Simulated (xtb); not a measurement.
Diatomic BF+, multiplicity 2 (lowest of 2S+1 = 2, 4 at CCSD(T)/def2-TZVPP on PBE0 minima; our sources give no spin for the ground state, which may be another).

Seven points along R, fitted to fifth degree in 1/R; most abundant isotopes. In def2 and cc sets the state is the lowest found near the PBE0 minimum, followed along R.

The values were computed with xtb for the GFN methods. Values without a source in brackets are computed. The GFN methods have no spin term and hold the electronic entropy of 300 K.

Energies at GFN2-xTB:

| R (Å) | E (hartree) |
|---|---|
| 1.127535 | -5.29796282 |
| 1.157845 | -5.30470139 |
| 1.185730 | -5.30729419 |
| 1.217253 | -5.30696519 |
| 1.248775 | -5.30395084 |
| 1.285148 | -5.29796499 |
| 1.327582 | -5.28854157 |

Task: With a reduced mass of 6.9702 u, find the minimum, the force constant and the constants.

Result: A fifth-degree polynomial in 1/R puts the minimum at r_e = 1.1978 Å with force constant 1380 N/m. Then ω_e = (1/2πc)√(k/μ) = 1834 cm⁻¹ and B_e = h/(8π²cμr_e²) = 1.686 cm⁻¹; the cubic and quartic terms give α_e = 0.022 and ω_e x_e = 16 cm⁻¹.
